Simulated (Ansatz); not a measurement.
`C=CC[O][AlH2]` + `[SiH3][SeH]` → `[AlH2][Se][SiH3]` + `C=CCO`  (ligand exchange at the Al–O bond)

Calculated with Ansatz (gas phase, PBE0-D4/def2-TZVP geometries, no zero-point term in ΔE). CCSD(T)/CBS is the MP2 limit (def2-TZVPP, def2-QZVPP) plus CCSD(T) − MP2 in def2-TZVPP, frozen cores. DFT in def2-TZVPP. B3LYP here is the variant with VWN-RPA as its local correlation; programs differ in this. For Se outer-core shells are correlated without core-valence functions, which leaves a few kJ/mol of doubt a bond. Scalar relativity is left out up to krypton. One conformer a species, not always the lowest.

CCSD(T)/CBS gives +0.02 eV.

Task: Another level gave +0.11 eV. Which?
A. r2SCAN/def2-TZVPP
B. ωB97X-V/def2-TZVPP
C. B3LYP-D4/def2-TZVPP
D. PBE-D4/def2-TZVPP

Result: C. B3LYP-D4 0.11, PBE-D4 -0.03, r2SCAN 0.03, ωB97X-V 0.07 eV.

Largest T1 diagnostic among the species: 0.013.

In def2-TZVPP, CCSD(T) changes the Hartree–Fock value by −0.04 eV (the triples alone add −0.02 eV) and MP2 by −0.07 eV.
